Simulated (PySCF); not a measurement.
## Computed properties of H3HfO3, SMILES [OH][Hf+]([OH])[OH], charge +1, multiplicity 1

H3HfO3, SMILES [OH][Hf+]([OH])[OH], charge +1, multiplicity 1. Geometry optimised at r2SCAN-D4/def2-SVP. The multiplicity is an assumed one; other spin states were not compared. The isomer is the one that the SMILES or the coordinates give; other isomers of the formula were not compared. The def2 effective core potentials stand for the cores of Hf; spin–orbit coupling is left out. The values are those of a single conformer. All values are computed for the isolated molecule unless a solvent is named; none is compared with measurement here.

**Structure.** The optimised structure has C3v symmetry. All 15 harmonic modes at r2SCAN-D4/def2-SVP (PySCF) are real, so it is a minimum. With heavy atoms numbered as in [Hf+:1]([OH:2])([OH:4])[OH:6], the shortest bond between them is Hf1–O4 at 1.880 Å and the longest Hf1–O2 at 1.880 Å.

**Vibrations.** The strongest infrared lines (harmonic, unscaled, degenerate partners summed) lie at 3886 cm⁻¹ (1226 km/mol, H 94 %), 403 cm⁻¹ (744 km/mol, H 84 %, O 16 %), 560 cm⁻¹ (399 km/mol, H 78 %, O 22 %). The softest mode is at 136 cm⁻¹ and the zero-point energy is 24.6 kcal/mol.

**Electronic structure.** HF/def2-TZVPD (PySCF) places the frontier levels at -18.42 and -5.25 eV, a gap of 13.17 eV and a mean polarisability of 36.2 bohr³. PBE/def2-TZVPD (PySCF) at the same geometry gives -12.59 and -8.56 eV, so its gap is 9.14 eV narrower. An orbital gap is neither the optical nor the fundamental gap.

**Excitations.** TDDFT-CAM-B3LYP/def2-SVPD (PySCF) has S1 at 5.12 eV (242 nm, f = 0.000, dark); the most intense of the 6 singlets computed lies at 5.67 eV (f = 0.04). Strengths of degenerate partners are summed. T1 (TDA) is at 5.08 eV. TDDFT-PBE/def2-SVPD (PySCF) puts S1 at 4.12 eV. No vertical singlet excitation falls in the visible range (under 3.1 eV).
